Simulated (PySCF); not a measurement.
Species: C6H14BP.
Numbering: `[CH3:1][C@@H:2]1[CH2:3][CH2:4][CH2:5][C@@H:6]1[BH:7][PH2:8]` (hydrogens: H9, H10, H11 on C1; H12 on C2; H13, H14 on C3; H15, H16 on C4; H17, H18 on C5; H19 on C6; H20 on B7; H21, H22 on P8)

Structure used (PBE0-D3(BJ)/def2-SVP), in Å, numbered top down from 1:
```
atom  x, y, z in Å
C1     0.1144   -1.2063   -1.7905
C2     0.4336   -1.0242   -0.3102
C3    -0.6938   -1.5473    0.5880
C4    -1.7386   -0.4173    0.6183
C5    -0.9707    0.8773    0.2680
C6     0.5053    0.4549    0.1109
B7     1.4902    1.4650   -0.5536
P8     2.9456    0.9957   -1.6599
H9    -0.8270   -0.7054   -2.0677
H10    0.0057   -2.2730   -2.0400
H11    0.9061   -0.7926   -2.4345
H12    1.3833   -1.5401   -0.0893
H13   -0.2952   -1.7198    1.6013
H14   -1.1091   -2.5063    0.2406
H15   -2.5381   -0.6039   -0.1150
H16   -2.2320   -0.3535    1.5996
H17   -1.0838    1.6631    1.0295
H18   -1.3485    1.3083   -0.6722
H19    0.9507    0.4656    1.1366
H20    1.3087    2.6548   -0.4051
H21    3.9607    1.8690   -1.1857
H22    3.4120   -0.2174   -1.0833
```

Jobs on this species (22 atoms, 70 electrons) with PySCF (density fitting). Hardware of each: one thread, Intel Xeon Platinum 8488C (x86_64), on a shared host. The host was shared with other jobs, so the times are rough. Peak memory is the resident size of the whole Python process, interpreter and libraries included.

```csv
level and settings,work,basis functions,SCF cycles,wall time,peak memory
"PBE0/pcSseg-1, IEF-PCM methanol","shieldings, ring-centre shieldings",213,?,?,?
"PBE0-D3(BJ)/def2-SVP, grid level 1",geometry optimisation from a GFN2-xTB start shaken at random,186,65,2.6 min,0.82 GiB
"PBE0/pcSseg-1, IEF-PCM dimethylsulfoxide","shieldings, ring-centre shieldings, charges and field gradients",213,12,41 s,1.2 GiB
```

**Question.** Fill in the missing figures.

**Answer.** 
- PBE0/pcSseg-1, IEF-PCM methanol; shieldings, ring-centre shieldings: 37 s, 1.2 GiB, 12 SCF cycles

**Question.** What do all jobs in the table cost together?

**Answer.** About 3.9 min; the longest takes about 67 % of that, and about 4.2 times as long as the shortest.
